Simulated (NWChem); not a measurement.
Species: SeICl; SMILES Cl[Se]I

Program: NWChem. The geometry was optimised at PBE0/def2-SVP. No frequency run checked for a minimum. def2 effective core potentials on I; no spin-orbit coupling. Ions are spin-unrestricted doublets at the neutral geometry; other ion states weren't tried.

For level PBE0/def2-SVP:

```
Item                                   Result
-------------------------------------  ------
vertical ionisation energy, ΔSCF (eV)    8.92
−ε(HOMO) (eV)                            6.76
```

What are these values for level PBE/def2-SVP?


| Property | Value |
|---|---|
| vertical ionisation energy, ΔSCF (eV) | 8.54 |
| −ε(HOMO) (eV) | 5.50 |
